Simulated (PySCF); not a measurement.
How methods differ on the ionisation energy of Sb²⁺

Sb²⁺ [Kr] 4d10 5s2 5p1 [5p1/2^1, M_J = 1/2] → Sb³⁺ [Kr] 4d10 5s2, as a difference of total energies. All numbers are calculated (PySCF 2.14, the two-component X2C-1e Hamiltonian, in x2c-QZVPPall-2c (13s13p9d4f1g, 134 functions)). Correlated levels: [Ar] 3d10 frozen; the 32 highest virtual spinors dropped. "Screened" scales the spin-orbit matrix elements by Boettger's factors to mimic the two-electron term; Breit and QED terms are absent.

```
                    method  ionisation energy (eV)  error (eV)
           GHF (spin-free)                  24.160      -1.163
          GMP2 (spin-free)                  24.596      -0.727
 GHF (screened spin-orbit)                  24.715      -0.608
GMP2 (screened spin-orbit)                  25.171      -0.152
```

Reference: 25.323 eV (measured; NIST Atomic Spectra Database, ionization energies).

The spin-free rows lack the spin-orbit shift.
